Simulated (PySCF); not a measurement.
Continuum solvent and chemical shifts

Cartesian coordinates in Å; atom numbers follow the order of the lines, from 1:
```xyz
10

C    -1.497   -0.025    0.092
C    -0.187    0.668   -0.167
O    -0.118    1.840   -0.459
Si    1.495   -0.297   -0.021
H    -2.322    0.700    0.061
H    -1.474   -0.540    1.067
H    -1.657   -0.806   -0.670
H     2.200    0.229    1.185
H     1.302   -1.773    0.128
H     2.299   -0.009   -1.242
```

GIAO PBE0/pcSseg-1 in PySCF 2.14 on one PBE0-D3(BJ)/def2-SVP conformer, non-relativistic, equivalent nuclei averaged. Solvents enter as an IEF-PCM continuum (benzene with ε = 2.3, dimethylsulfoxide with ε = 46.8) around the gas-phase geometry. Shifts are referred to TMS computed in the same medium.

Gas phase, δ in ppm: C2 236.9, C1 42.8, Si4 -92.1, H8/H9/H10 3.96, H5/H6/H7 2.42. Dipole moment 2.51 D.

**Question.** How does each δ change in the continuum?

**Answer.** 
| atoms | environment | Δδ, benzene | Δδ, dimethylsulfoxide |
| --- | --- | --- | --- |
| C2 | carbonyl carbon | +4.8 | +10.7 |
| C1 | methyl carbon α to a carbonyl | +0.9 | +2.0 |
| Si4 | silicon bonded to C, 3 H | +1.7 | +3.7 |
| H8/H9/H10 | hydrogen on a silicon bonded to C | -0.01 | -0.02 |
| H5/H6/H7 | hydrogen on a methyl carbon α to a carbonyl | +0.10 | +0.23 |

Changes are relative to the gas phase. The dipole moment becomes 2.87 D in benzene, 3.36 D in dimethylsulfoxide.

**Question.** Which nuclei move most (in ppm), and what does the model miss?

**Answer.** C2 (carbonyl carbon, +10.7 ppm) in dimethylsulfoxide. A continuum only polarises the solute; specific hydrogen bonds, the anisotropy of aromatic solvents and changes of geometry or conformer are outside it.
